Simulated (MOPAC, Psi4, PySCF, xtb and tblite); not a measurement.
Internal rotation in C5H16Si2, SMILES C[Si](C)(C)CC[SiH3], singlet. Scanned: dihedral Si2–C5–C6–Si7; all other coordinates were relaxed at GFN2-xTB. Points at φ and −φ are mirror images.

Atom numbering (GFN2-xTB optimised geometry, Å):
```
23

C     -1.5262     0.2247     1.8022
Si    -1.0733     0.2629    -0.0523
C     -1.9225     1.7571    -0.8811
C     -1.6731    -1.3485    -0.8827
C      0.8241     0.4347    -0.2578
C      1.6163    -0.7053     0.3861
Si     3.4929    -0.5114     0.1584
H     -2.6029     0.2082     1.9430
H     -1.1417     1.0970     2.3227
H     -1.1212    -0.6552     2.2930
H     -1.6089     2.6931    -0.4297
H     -3.0020     1.6945    -0.7872
H     -1.6889     1.8101    -1.9398
H     -1.2598    -2.2260    -0.3945
H     -2.7549    -1.4329    -0.8404
H     -1.3828    -1.3877    -1.9286
H      1.1543     1.3819     0.1729
H      1.0734     0.4832    -1.3194
H      1.2889    -1.6545    -0.0416
H      1.3761    -0.7510     1.4498
H      3.9312     0.7496     0.7630
H      4.1886    -1.6290     0.8016
H      3.8124    -0.4954    -1.2718
```

- PBE/def2-SVP // GFN2-xTB (Psi4)
- GFN2-xTB (xtb and tblite)
- RHF/STO-3G = PySCF with restricted Hartree-Fock/STO-3G // GFN2-xTB
- PM7, restricted, heats of formation // GFN2-xTB (MOPAC)
- RKS-BP86/6-31G* = PySCF 2.14.0 with restricted BP86/6-31G*, spherical d, density fitting // GFN2-xTB
- PBE-D3(BJ)/def2-SVP // GFN2-xTB (Psi4)

Energies in kJ/mol, each method relative to its own lowest point.

```json
[
 {"φ / °": "-160", "PBE/def2-SVP": "2.0", "GFN2-xTB": "2.5", "RHF/STO-3G": "3.3", "PM7": "1.5", "RKS-BP86/6-31G*": "2.3", "PBE-D3(BJ)/def2-SVP": "2.0"},
 {"φ / °": "-140", "PBE/def2-SVP": "7.0", "GFN2-xTB": "7.8", "RHF/STO-3G": "10.3", "PM7": "3.9", "RKS-BP86/6-31G*": "7.7", "PBE-D3(BJ)/def2-SVP": "6.7"},
 {"φ / °": "-120", "PBE/def2-SVP": "9.6", "GFN2-xTB": "10.3", "RHF/STO-3G": "14.2", "PM7": "3.6", "RKS-BP86/6-31G*": "11.3", "PBE-D3(BJ)/def2-SVP": "8.6"},
 {"φ / °": "-100", "PBE/def2-SVP": "7.9", "GFN2-xTB": "7.7", "RHF/STO-3G": "12.7", "PM7": "1.0", "RKS-BP86/6-31G*": "10.4", "PBE-D3(BJ)/def2-SVP": "6.1"},
 {"φ / °": "-80", "PBE/def2-SVP": "7.6", "GFN2-xTB": "4.1", "RHF/STO-3G": "10.9", "PM7": "0.9", "RKS-BP86/6-31G*": "9.9", "PBE-D3(BJ)/def2-SVP": "4.8"},
 {"φ / °": "-60", "PBE/def2-SVP": "6.6", "GFN2-xTB": "3.4", "RHF/STO-3G": "11.5", "PM7": "6.0", "RKS-BP86/6-31G*": "9.6", "PBE-D3(BJ)/def2-SVP": "2.9"},
 {"φ / °": "-40", "PBE/def2-SVP": "11.6", "GFN2-xTB": "10.2", "RHF/STO-3G": "20.6", "PM7": "11.7", "RKS-BP86/6-31G*": "15.0", "PBE-D3(BJ)/def2-SVP": "7.7"},
 {"φ / °": "-20", "PBE/def2-SVP": "19.4", "GFN2-xTB": "19.7", "RHF/STO-3G": "32.3", "PM7": "17.5", "RKS-BP86/6-31G*": "23.1", "PBE-D3(BJ)/def2-SVP": "15.8"},
 {"φ / °": "0", "PBE/def2-SVP": "25.4", "GFN2-xTB": "25.7", "RHF/STO-3G": "39.1", "PM7": "19.6", "RKS-BP86/6-31G*": "29.0", "PBE-D3(BJ)/def2-SVP": "22.0"},
 {"φ / °": "20", "PBE/def2-SVP": "19.4", "GFN2-xTB": "19.7", "RHF/STO-3G": "32.3", "PM7": "17.5", "RKS-BP86/6-31G*": "23.1", "PBE-D3(BJ)/def2-SVP": "15.8"},
 {"φ / °": "40", "PBE/def2-SVP": "11.6", "GFN2-xTB": "10.2", "RHF/STO-3G": "20.6", "PM7": "11.7", "RKS-BP86/6-31G*": "15.0", "PBE-D3(BJ)/def2-SVP": "7.7"},
 {"φ / °": "60", "PBE/def2-SVP": "6.6", "GFN2-xTB": "3.4", "RHF/STO-3G": "11.5", "PM7": "6.0", "RKS-BP86/6-31G*": "9.6", "PBE-D3(BJ)/def2-SVP": "2.9"},
 {"φ / °": "80", "PBE/def2-SVP": "7.6", "GFN2-xTB": "4.1", "RHF/STO-3G": "10.9", "PM7": "0.9", "RKS-BP86/6-31G*": "9.9", "PBE-D3(BJ)/def2-SVP": "4.8"},
 {"φ / °": "100", "PBE/def2-SVP": "7.9", "GFN2-xTB": "7.7", "RHF/STO-3G": "12.7", "PM7": "1.0", "RKS-BP86/6-31G*": "10.4", "PBE-D3(BJ)/def2-SVP": "6.1"},
 {"φ / °": "120", "PBE/def2-SVP": "9.6", "GFN2-xTB": "10.3", "RHF/STO-3G": "14.2", "PM7": "3.6", "RKS-BP86/6-31G*": "11.3", "PBE-D3(BJ)/def2-SVP": "8.6"},
 {"φ / °": "140", "PBE/def2-SVP": "7.0", "GFN2-xTB": "7.8", "RHF/STO-3G": "10.3", "PM7": "3.9", "RKS-BP86/6-31G*": "7.7", "PBE-D3(BJ)/def2-SVP": "6.7"},
 {"φ / °": "160", "PBE/def2-SVP": "2.0", "GFN2-xTB": "2.5", "RHF/STO-3G": "3.3", "PM7": "1.5", "RKS-BP86/6-31G*": "2.3", "PBE-D3(BJ)/def2-SVP": "2.0"},
 {"φ / °": "180", "PBE/def2-SVP": "0.0", "GFN2-xTB": "0.0", "RHF/STO-3G": "0.0", "PM7": "0.0", "RKS-BP86/6-31G*": "0.0", "PBE-D3(BJ)/def2-SVP": "0.0"}
]
```

Root-mean-square difference from the PBE-D3(BJ)/def2-SVP profile, itself a level with limits, after the best constant shift (kJ/mol): PBE/def2-SVP 1.5, GFN2-xTB 1.4, RHF/STO-3G 5.2, PM7 3.2, RKS-BP86/6-31G* 2.7.
